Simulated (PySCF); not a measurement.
These are B3LYP-D3(BJ)/def2-TZVP // PBE0-D4/def2-TZVP (PySCF) values and carry that method's errors. All species are isolated molecules in the gas phase. One relaxed conformer stands for a flexible species; it need not be the lowest. B3LYP has the VWN-RPA correlation part, as in Gaussian. Excitations are Tamm–Dancoff values on a coarser integration grid. The basis has no diffuse functions, so Rydberg states are missing or too high.

Reference species (SMILES): `O=C[OH2+]` (not the most basic site; O–C–O–H torsion 12°) (charge +1, multiplicity 1).

S1 excitation (TDA): 6.60 eV
T1 excitation (TDA): 5.91 eV
HOMO: -16.59 eV
LUMO: -7.97 eV

Changed species: `C(/O)=[O+]/[H]` (H–O–C–O torsion 0°) (proton added at O1; the reference has proton added at O3).

**Question.** Predict the effect on the S1 excitation (TDA), T1 excitation (TDA), HOMO and LUMO.

**Answer.** the S1 excitation (TDA) rises by 1.45 eV, to 8.05 eV; the T1 excitation (TDA) goes up by 0.68 eV, to 6.59 eV; the HOMO falls by 1.22 eV, to -17.81 eV; the LUMO falls by 0.49 eV, to -8.46 eV.
